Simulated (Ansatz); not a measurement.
C₈H₁₂BN₅⁺, that is tetramethylammonium tetracyanoborate with one electron fewer. Total charge 1; doublet. Geometry PBE-D4/def2-SVP, that of the neutral singlet; atoms count from 1.

Cartesian coordinates in Å:
```
C -0.972 -2.351 -1.416
N -0.249 -1.085 -1.072
C 0.934 -0.891 -1.982
C 0.239 -1.167 0.354
C -1.187 0.086 -1.238
H -0.281 -3.206 -1.300
H -1.832 -2.467 -0.732
H -1.329 -2.293 -2.461
H 0.578 -0.868 -3.028
H 1.413 0.073 -1.717
H 1.637 -1.731 -1.838
H -0.630 -1.176 1.035
H 0.843 -2.084 0.468
H 0.862 -0.284 0.566
H -1.986 0.028 -0.477
H -1.599 0.055 -2.264
H -0.609 1.014 -1.084
N 0.601 4.591 3.378
C 0.549 3.551 2.839
B 0.476 2.151 2.104
C 1.277 0.988 2.855
N 1.831 0.055 3.300
C 1.078 2.203 0.613
N 1.445 2.064 -0.494
C -1.028 1.622 1.914
N -2.063 1.120 1.679
```

Estimate the Mulliken populations from the PBE0/def2-SVP orbitals of Ansatz.


```tsv
atom	charge (e)	spin (α − β)
C1	0.02	0.00
N2	-0.43	0.00
C3	0.00	0.00
C4	0.01	0.00
C5	-0.01	0.00
H6	0.11	0.00
H7	0.11	0.00
H8	0.11	0.00
H9	0.11	0.00
H10	0.13	0.00
H11	0.11	0.00
H12	0.11	0.00
H13	0.11	0.00
H14	0.09	0.00
H15	0.12	0.00
H16	0.11	0.00
H17	0.11	0.00
N18	0.10	0.34
C19	0.05	0.11
B20	0.08	0.00
C21	-0.01	0.07
N22	0.04	0.25
C23	-0.06	0.03
N24	-0.07	0.03
C25	-0.05	0.08
N26	-0.03	0.08
```
Mulliken values depend strongly on the basis.

Where does the spin sit?

Summed by element: C 0.29, N 0.71, H 0.00, B 0.00, of 1 unpaired in all. Largest on single atoms: N18 0.34, N22 0.25, C19 0.11.

And the Mayer bond orders between heavy atoms (over 0.3)?

C1–N2 0.88 (1.50 Å); N2–C3 0.87 (1.51 Å); N2–C4 0.88 (1.51 Å); N2–C5 0.87 (1.51 Å); N18–C19 2.58 (1.17 Å); C19–B20 0.93 (1.58 Å); B20–C21 0.90 (1.60 Å); B20–C23 0.87 (1.61 Å); B20–C25 0.85 (1.60 Å); C21–N22 2.67 (1.17 Å); C23–N24 2.83 (1.17 Å); C25–N26 2.87 (1.17 Å).
